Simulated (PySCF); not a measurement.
B3LYP has the VWN-RPA correlation part, as in Gaussian. Delta-SCF ions had no search for a lower state. Excitations are Tamm–Dancoff values on a coarser integration grid. The basis has no diffuse functions, so Rydberg states are missing or too high.

Cartesian coordinates (Å):
```xyz
8

In     0.0440     0.0822    -0.1872
Cl    -0.8520    -1.6590    -1.5151
Cl    -1.2101     2.0754     0.0417
Cl     2.3933     0.2023     0.0664
N     -0.4435    -0.8284     1.8845
H     -0.9090    -1.7324     1.7731
H     -1.0612    -0.2041     2.4090
H      0.4160    -0.9663     2.4217
```
Charge 0, multiplicity 1.

Problem. What is the computed charge on the central atom (Mulliken), T1 excitation (TDA), LUMO, S1 excitation (TDA), dipole moment, total energy, vertical ionisation energy (Delta-SCF) and HOMO–LUMO gap (B3LYP-D3(BJ)/def2-TZVP // B3LYP-D3(BJ)/def2-SVP run with PySCF)?

Solution. 
| Quantity | Result |
|---|---|
| charge on the central atom (Mulliken) | 0.94 e |
| T1 excitation (TDA) | 4.75 eV |
| LUMO | -2.30 eV |
| S1 excitation (TDA) | 5.05 eV |
| dipole moment | 1.226 e·Å |
| total energy | -1627.6843 Ha |
| vertical ionisation energy (Delta-SCF) | 10.44 eV |
| HOMO–LUMO gap | 6.11 eV |
